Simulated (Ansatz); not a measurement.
A run for Ansatz (a program for electronic structure): R-MP2/def2-TZVPPD on BiF3 (SMILES [F][Bi]([F])[F]), atoms moved off the minimum. Elements past Kr take the def2 small-core potentials; no spin–orbit coupling. Files ending in .json are basis or fitting sets from the Basis Set Exchange. The run froze 12 orbitals, filled d shells among them.

Ansatz 0.2 input:
```yaml
crystal:
  periodic: [false, false, false]
  atoms:
    - {symbol: Bi, position_ang: [-0.02713234, 0.05898720, 0.40139191]}
    - {symbol: F, position_ang: [-1.35495933, -1.00700005, -0.82945564]}
    - {symbol: F, position_ang: [-0.23845009, 1.68274459, -0.78847969]}
    - {symbol: F, position_ang: [1.46936338, -0.72355253, -0.64921707]}
basis:
  gaussian:
    orbitals: def2-TZVPPD.json
magnetization: {spin_polarized: false}
correlation: {method: mp2, electrons: outside_noble_gas}
scf: {lower_state_search: off}
output: {forces: true}
```

The log:

```
WARN ansatz: RAYON_NUM_THREADS=6 ignored (pool sized by the plan → 6); use --threads N
Functional definition: HF
these checks for a lower state are left out or cut short: starts, cluster_reference, orbital_swaps, neighbouring_geometries, increment
integrals: 0.23 GiB planned
1300 factors; integrals over basis functions are off by at most 4.9e-4 eV
mean field: 0.71 GiB planned
mean field evaluation 1: about -13929.0005 eV, gradient 5.5e1 eV
mean field evaluation 2: about -13929.0090 eV, gradient 5.5e1 eV
mean field evaluation 4: about -13934.1824 eV, gradient 2.5e0 eV
mean field evaluation 8: about -13934.2265 eV, gradient 4.6e-1 eV
mean field evaluation 16: about -13934.2274 eV, gradient 9.0e-7 eV
mean field -13934.22739963 eV, -512.0734119780 hartree, gradient 9.0e-7 eV, S^2 0.000000; 0 other end points of the search recorded, 0 dependent functions left out
12 core orbitals not correlated, not the lowest: weight in the atoms' cores, before any rotation towards them, 0.728 or more for the frozen orbitals, at most 0.219 for the correlated occupied ones
reference -13934.22739963 eV, -512.0734119780 hartree; 13, 13 occupied and 151, 151 virtual orbitals, 1300 factors
densities: 0.64 GiB planned
second order -24.30316614 eV of doubles, -0.00000000 eV of singles
the calculation of the forces begins
Total energy: -13958.53056578 eV, -512.9665368605 hartree
Atom 0 at    -0.027132     0.058987     0.401392 Å, force    -1.388073    -0.571772    -2.142551 eV/Å
Atom 1 at    -1.354959    -1.007000    -0.829456 Å, force     0.948960     0.849153     1.378236 eV/Å
Atom 2 at    -0.238450     1.682745    -0.788480 Å, force     0.189499    -0.376749     0.567676 eV/Å
Atom 3 at     1.469363    -0.723553    -0.649217 Å, force     0.249614     0.099368     0.196638 eV/Å
Dipole moment:     0.087577     0.105664     1.248808 e Å
Checks for a lower state left out: starts, cluster_reference, orbital_swaps, neighbouring_geometries, increment
```

The run converged.

Cost: very roughly 16 core-seconds.
